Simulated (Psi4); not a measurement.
C2H6B (SMILES C[B]C), doublet, at a GFN2-xTB geometry; PBE/aug-cc-pVDZ (Psi4).

The Psi4 input:
```
memory 2 GB

molecule {
0 2
  C     1.37748544   -0.08453153    0.14048362
  B     0.02649544    0.29523667   -0.54583626
  C    -1.38643265   -0.01516650    0.04383900
  H     1.60841259   -1.11719610   -0.13034565
  H     2.24036755    0.51069630   -0.15720758
  H     1.31883806   -0.05461498    1.23178911
  H    -1.40860248   -0.94562308    0.61746017
  H    -2.19971890   -0.05775153   -0.68020086
  H    -1.63809079    0.78649418    0.74175039
}

set basis aug-cc-pvdz
set reference uks
set puream false

energy('pbe')
print_variables()
```

It wrote (shortened):

```
   => Loading Basis Set <=

    Name: AUG-CC-PVDZ
    Role: ORBITAL
    Keyword: BASIS

         ---------------------------------------------------------
                                   SCF
               by Justin Turney, Rob Parrish, Andy Simmonett
                          and Daniel G. A. Smith
                              UKS Reference
         ---------------------------------------------------------

  ==> Geometry <==

    Molecular point group: c1
    Full point group: C1

    Geometry (in Angstrom), charge = 0, multiplicity = 2:

       Center              X                  Y                   Z               Mass
    ------------   -----------------  -----------------  -----------------  -----------------
         C            1.374929938217    -0.113007306150     0.193129899228    12.000000000000
         B            0.023939938217     0.266760893850    -0.493189980772    11.009305360000
         C           -1.388988151783    -0.043642276150     0.096485279228    12.000000000000
         H            1.605857088217    -1.145671876150    -0.077699370772     1.007825032230
         H            2.237812048217     0.482220523850    -0.104561300772     1.007825032230
         H            1.316282558217    -0.083090756150     1.284435389228     1.007825032230
         H           -1.411157981783    -0.974098856150     0.670106449228     1.007825032230
         H           -2.202274401783    -0.086227306150    -0.627554580772     1.007825032230
         H           -1.640646291783     0.758018403850     0.794396669228     1.007825032230

  Running in c1 symmetry.

  Rotational constants: A =      1.62721  B =      0.24785  C =      0.23333 [cm^-1]
  Rotational constants: A =  48782.59980  B =   7430.43498  C =   6994.96887 [MHz]
  Nuclear repulsion =   60.811832940477750

  Charge       = 0
  Multiplicity = 2
  Electrons    = 23
  Nalpha       = 12
  Nbeta        = 11

  ==> Algorithm <==

  SCF Algorithm Type is DF.
  DIIS enabled.
  MOM disabled.
  Fractional occupation disabled.
  Guess Type is SAD.
  Energy threshold   = 1.00e-06
  Density threshold  = 1.00e-06
  Integral threshold = 1.00e-12

  ==> Primary Basis <==

  Basis Set: AUG-CC-PVDZ
    Blend: AUG-CC-PVDZ
    Number of shells: 57
    Number of basis functions: 129
    Number of Cartesian functions: 129
    Spherical Harmonics?: false
    Max angular momentum: 2

  ==> DFT Potential <==

   => LibXC <=

    Version 7.1.2
    S. Lehtola, C. Steigemann, M. J. T. Oliveira, and M. A. L. Marques,  SoftwareX 7, 1–5 (2018) (10.1016/j.softx.2017.11.002)

   => Composite Functional: PBE <=

    PBE GGA Exchange-Correlation Functional

    J.P. Perdew et. al., Phys. Rev. Lett., 77(18), 3865-3868, 1996

    Deriv               =              1
    GGA                 =           TRUE
    Meta                =          FALSE

    Exchange Hybrid     =          FALSE
    MP2 Hybrid          =          FALSE

   => Exchange Functionals <=

    1.0000     XC_GGA_X_PBE

   => Correlation Functionals <=

    1.0000     XC_GGA_C_PBE

   => LibXC Density Thresholds  <==

    XC_GGA_C_PBE:  1.00E-12
    XC_GGA_X_PBE:  1.00E-15

   => Molecular Quadrature <=

    Radial Scheme          =       TREUTLER
    Pruning Scheme         =           NONE
    Nuclear Scheme         =       TREUTLER

    Blocking Scheme        =         OCTREE
    BS radius alpha        =              1
    Pruning alpha          =              1
    Radial Points          =             75
    Spherical Points       =            302
    Total Points           =         195844
    Total Blocks           =           1478
    Max Points             =            256
    Max Functions          =            129
    Weights Tolerance      =       1.00E-15

   => Loading Basis Set <=

    Name: (AUG-CC-PVDZ AUX)
    Role: JKFIT
    Keyword: DF_BASIS_SCF

  ==> Integral Setup <==

  SCF_SUBTYPE=INCORE selected. In-core MEM_DF algorithm will be used.
  Using in-core AOs.

[...]

  Minimum eigenvalue in the overlap matrix is 5.3922461207E-05.
  Reciprocal condition number of the overlap matrix is 3.2927355966E-06.
    Using symmetric orthogonalization.

  ==> Pre-Iterations <==

  SCF Guess: Superposition of Atomic Densities via on-the-fly atomic UHF (no occupation information).

   -------------------------
    Irrep   Nso     Nmo
   -------------------------
     A        129     129
   -------------------------
    Total     129     129
   -------------------------

  ==> Iterations <==

                           Total Energy        Delta E     RMS |[F,P]|

   @DF-UKS iter SAD:  -103.67156903058364   -1.03672e+02   0.00000e+00
   @DF-UKS iter   1:  -103.73269186599940   -6.11228e-02   9.09738e-03 DIIS/ADIIS
   @DF-UKS iter   2:  -102.55003504954082    1.18266e+00   1.28301e-02 DIIS/ADIIS
   @DF-UKS iter   3:  -104.42122318919687   -1.87119e+00   1.41135e-03 DIIS/ADIIS
   @DF-UKS iter   4:  -104.43431620204197   -1.30930e-02   9.82714e-04 DIIS/ADIIS
   @DF-UKS iter   5:  -104.44507765669795   -1.07615e-02   1.03129e-04 DIIS/ADIIS
   @DF-UKS iter   6:  -104.44518984262473   -1.12186e-04   3.89668e-05 DIIS
   @DF-UKS iter   7:  -104.44520769666067   -1.78540e-05   3.11071e-06 DIIS
   @DF-UKS iter   8:  -104.44520779734118   -1.00681e-07   4.31683e-07 DIIS
  Energy and wave function converged.

  ==> Post-Iterations <==

   Electrons on quadrature grid:
      Nalpha   =   12.0000101580 ; deviation = 1.016e-05
      Nbeta    =   11.0000098043 ; deviation = 9.804e-06
      Ntotal   =   23.0000199623 ; deviation = 1.996e-05

   @Spin Contamination Metric:   1.853878493E-03
   @S^2 Expected:                7.500000000E-01
   @S^2 Observed:                7.518538785E-01
   @S   Expected:                5.000000000E-01
   @S   Observed:                5.000000000E-01

    Orbital Energies [Eh]
    ---------------------

    Alpha Occupied:

[...]
    Alpha Virtual:

[...]
    Beta Occupied:

[...]
    Beta Virtual:

[...]
     129A      5.972573

    Final Occupation by Irrep:
              A
    DOCC [    11 ]
    SOCC [     1 ]
    NA   [    12 ]
    NB   [    11 ]

  @DF-UKS Final Energy:  -104.44520779734118

   => Energetics <=

    Nuclear Repulsion Energy =             60.8118329404777498
    One-Electron Energy =                -258.8775481388703383
    Two-Electron Energy =                 110.5427203147932573
    DFT Exchange-Correlation Energy =     -16.9222129137418555
    Empirical Dispersion Energy =           0.0000000000000000
    VV10 Nonlocal Energy =                  0.0000000000000000
    Total Energy =                       -104.4452077973411832

  UHF NO Occupations:
  HONO-2 :   10  A 1.9998095
  HONO-1 :   11  A 1.9994932
  HONO-0 :   12  A 1.0000000
  LUNO+0 :   13  A 0.0005068
  LUNO+1 :   14  A 0.0001905
  LUNO+2 :   15  A 0.0001634
  LUNO+3 :   16  A 0.0000486

Computation Completed

Properties will be evaluated at   0.000000,   0.000000,   0.000000 [a0]

Properties computed using the SCF density matrix

 Multipole Moments:

 ------------------------------------------------------------------------------------
     Multipole            Electronic (a.u.)      Nuclear  (a.u.)        Total (a.u.)
 ------------------------------------------------------------------------------------

 L = 1.  Multiply by 2.5417464519 to convert [e a0] to [Debye]
 Dipole X            :          0.0922239           -0.1110716           -0.0188477
 Dipole Y            :          1.0276441           -1.2376627           -0.2100186
 Dipole Z            :         -1.8999178            2.2882021            0.3882843
 Magnitude           :                                                    0.4418459

 ------------------------------------------------------------------------------------

  Variable Map:
  ----------------------------------------------------------------------------
[...]
  Array Variable Map:
  ----------------------------------------------------------------------------
[...]
[...]
```
